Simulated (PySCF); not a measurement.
## Solvent effects on NMR parameters

Structure with atom numbers: `[BH2:1][NH:2][BH:3][C:4]([CH3:5])([CH3:6])[CH3:7]`; H(Xn) means a hydrogen on atom n.

GIAO PBE0/pcSseg-1 in PySCF 2.14 on one PBE0-D3(BJ)/def2-SVP conformer, non-relativistic, equivalent nuclei averaged. Solvents enter as an IEF-PCM continuum (chloroform with ε = 4.7, dichloromethane with ε = 8.9) around the gas-phase geometry. Shifts are referred to BF3·OEt2, TMS computed in the same medium.

Gas phase, δ in ppm: B3 57.3, B1 52.2, C5/C6/C7 26.3, C4 22.4, H(N2) 7.05, H(B1) 5.56, H(B3) 5.47, H(C5)/H(C6)/H(C7) 0.94. Dipole moment 1.47 D.

(1) How does each δ change in the continuum?

(2) Which of the listed nuclei move most (in ppm), and what does the model miss? (N and O are left out, as their reference compounds move with the solvent too.)

Answers

(1) 
| atoms | environment | Δδ, chloroform | Δδ, dichloromethane |
| --- | --- | --- | --- |
| B3 | boron bonded to C, N, H | +0.6 | +0.7 |
| B1 | boron bonded to N, 2 H | -0.3 | -0.3 |
| C5/C6/C7 | methyl carbon | +0.3 | +0.3 |
| C4 | fully substituted sp3 carbon bonded to B | +1.0 | +1.2 |
| H(N2) | hydrogen on a nitrogen bonded to 2 B | +0.38 | +0.47 |
| H(B1) | hydrogen on a boron bonded to N | -0.10 | -0.13 |
| H(B3) | hydrogen on a boron bonded to C, N | -0.11 | -0.14 |
| H(C5)/H(C6)/H(C7) | hydrogen on a methyl carbon | +0.01 | +0.01 |

Changes are relative to the gas phase. The dipole moment becomes 1.79 D in chloroform, 1.87 D in dichloromethane.

(2) C4 (fully substituted sp3 carbon bonded to B, +1.2 ppm) in dichloromethane. A continuum only polarises the solute; specific hydrogen bonds, the anisotropy of aromatic solvents and changes of geometry or conformer are outside it.
